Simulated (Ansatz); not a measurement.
The cluster Mg₄Te₃⁺, relaxed as a doublet with UKS r2SCAN-D4/def2-SVP in Ansatz, starting from the GFN1-xTB geometry. Force threshold 0.02 eV/Å.

In the def2 sets Te takes a core potential; there is no spin–orbit coupling. The gap within one spin of the charge 1 doublet nearly closes, so an electron or hole may be smeared out by delocalisation error. Another isomer (doublet) lies 2.02 eV lower at PBE0-D4/def2-TZVP; other spin states weren't run for this one.

Start:

```xyz
7

Mg    3.864   -1.289    1.837
Mg   -1.189    3.300   -0.182
Mg    2.390   -0.498   -0.356
Mg   -2.320   -1.384   -0.348
Te   -0.070    0.765   -0.314
Te   -2.849    1.127   -0.126
Te    0.175   -2.021   -0.511
```

Question: Estimate the energy that the relaxation releases and the steps that it takes.

Answer: 88.9 kcal/mol, in 20 steps; 3.8 min on 4 threads of Arm Neoverse V1 on a shared host. The force fell under the threshold at step 18, but the optimiser went on. No frequencies were taken in this run, so the end may be a saddle point.

Question: Does the start keep its bonding?

Answer: Bonds lost: Te5–Te6, Te5–Te7 (atoms count from 1). Metal–metal contacts that move far: Mg2–Mg4 4.82 to 3.07 Å, Mg3–Mg4 4.79 to 3.23 Å.

Question: Predict the relaxed structure.

Answer: 
```xyz
7

Mg    4.3498   -1.2234    1.4387
Mg   -1.5388    2.5653    0.1162
Mg    1.5705   -0.8685    0.4063
Mg   -1.4325   -0.4036   -0.6744
Te    0.8552    1.5880   -0.5557
Te   -3.6752    1.1305   -0.3212
Te   -0.1289   -2.7884   -0.4099
```
Bond lengths (bridged metal pairs left out): 7 × Mg–Te 2.61 to 3.04 Å; 1 × Mg–Mg 2.99 Å.
